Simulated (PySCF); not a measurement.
Ranking problems on computed properties.

All species are isolated and taken at one optimised geometry, non-relativistic unless stated. Electronic properties by PySCF.

Dipoles, sizes and rotational constants follow the conformer. The torsions of the flexible species, by atom-mapped SMILES:
- `[CH3:1][c:2]1[cH:3][cH:4][cH:5][c:6]([O:7][C:8]([F:9])([F:10])[F:11])[cH:12]1`: C5–C6–O7–C8 0°, C6–O7–C8–F9 -61°
- `[CH3:1][S:2][C:3]([F:4])([F:5])[SiH:6]([CH3:7])[CH3:8]`: C1–S2–C3–F4 -57°, S2–C3–Si6–C7 -60°
- `[F:1][C:2]([F:3])([F:4])[O:5][c:6]1[cH:7][cH:8][cH:9][s:10]1`: F1–C2–O5–C6 180°, C2–O5–C6–C7 0°
- `[CH3:1][CH2:2][c:3]1[n:4][n:5][c:6]([CH3:7])[cH:8][c:9]1[C:10]#[N:11]`: C1–C2–C3–N4 98°
- `[F:1][C:2]([F:3])([F:4])[CH2:5][O:6][c:7]1[cH:8][cH:9][cH:10][cH:11][cH:12]1`: F1–C2–C5–O6 51°, C2–C5–O6–C7 82°, C5–O6–C7–C8 -174°
- `[CH3:1][C:2](=[S:3])[SiH2:4][CH2:5][CH2:6][SiH3:7]`: C1–C2–Si4–C5 -80°, C2–Si4–C5–C6 -59°, Si4–C5–C6–Si7 180°
- `[CH3:1][C@@H:2]([SH:3])[CH2:4][C@@H:5]([F:6])[SiH2:7][F:8]`: C1–C2–C4–C5 176°, C2–C4–C5–F6 166°, C4–C5–Si7–F8 65°, H–S3–C2–C1 63°
- `[CH2:1]=[CH:2][P-:3][c:4]1[cH:5][cH:6][cH:7][o:8]1`: C1–C2–P3–C4 180°, C2–P3–C4–C5 180°
- `[CH2:1]=[C:2]1[C:3]([C:4]([F:5])([F:6])[F:7])=[CH:8]/[C:9]1=[CH:10]/[O:11][CH3:12]`: C2–C3–C4–F5 -171°, C9–C10–O11–C12 180°
- `[CH3:1][CH:2]([CH3:3])[c:4]1[cH:5][n:6][n:7][c:8]([C:9]#[N:10])[cH:11]1`: C1–C2–C4–C5 -56°

The conformers of `OC[C@@H]1CCC[C@@H](CO)C1` aren't listed.

Question: Rank by dipole moment, lowest first (PBE0/pcSseg-1 at GFN2-xTB geometries).
A. `Cc1cccc2c1nnn2C`
B. `FC(F)(Oc1cc(C)ccc1)F`
C. `FC(F)(F)COc1ccccc1`
D. `CSC(F)(F)[SiH](C)C`
E. `FC(F)(F)Oc1cccs1`
F. `CCC1=C(C#N)C=C(C)N=N1`

Answer: D (1.00 D), C (1.84 D), F (2.02 D), E (2.43 D), B (3.17 D), A (3.63 D).

Q: By how much do the two ends of that ranking differ?

A: By 2.63 D, between `Cc1cccc2c1nnn2C` and `CSC(F)(F)[SiH](C)C`.

Question: Rank by smallest rotational constant, lowest first (GFN2-xTB).
A. `C=C1C(C(F)(F)F)=C/C1=C/OC`
B. `[SiH](C)(C)C(F)(SC)F`
C. `FC(F)(F)COC1=CC=CC=C1`
D. `C[C@@H](S)C[C@@H](F)[SiH2]F`
E. `CC(=S)[SiH2]CC[SiH3]`
F. `C=C[P-]c1ccco1`

Answer: A (0.381 GHz), C (0.481 GHz), E (0.591 GHz), D (0.733 GHz), B (0.816 GHz), F (0.875 GHz).

Q: Give the two extremes of that set in cm⁻¹.

A: `C=C1C(C(F)(F)F)=C/C1=C/OC`: 0.0127 cm⁻¹; `C=C[P-]c1ccco1`: 0.0292 cm⁻¹.

Question: Rank by HOMO energy, lowest first (PBE0/pcSseg-1 at GFN2-xTB geometries).
A. `Cc1cccc2c1nnn2C`
B. `CSC(F)(F)[SiH](C)C`
C. `C=C1C(C(F)(F)F)=C/C1=C/OC`
D. `CC(C)c1cnnc(C#N)c1`
E. `Cc1cccc(OC(F)(F)F)c1`
F. `C(C[SiH2]C(=S)C)[SiH3]`
G. `[C@H]1(CCC[C@@H](CO)C1)CO`

Answer: G (-7.54 eV), E (-7.36 eV), D (-7.21 eV), B (-6.92 eV), A (-6.74 eV), C (-6.46 eV), F (-6.22 eV).

Question: Rank by HOMO–LUMO gap, highest first (PBE0/pcSseg-1 at GFN2-xTB geometries).
A. `OC[C@@H]1CCC[C@@H](CO)C1`
B. `Cc1cccc(OC(F)(F)F)c1`
C. `FC(F)(F)Oc1cccs1`
D. `[SiH](C)(C(SC)(F)F)C`
E. `Cc1cccc2c1nnn2C`
F. `CCc1nnc(C)cc1C#N`

Answer: A (8.72 eV), D (7.39 eV), B (6.77 eV), C (6.34 eV), E (5.65 eV), F (4.62 eV).
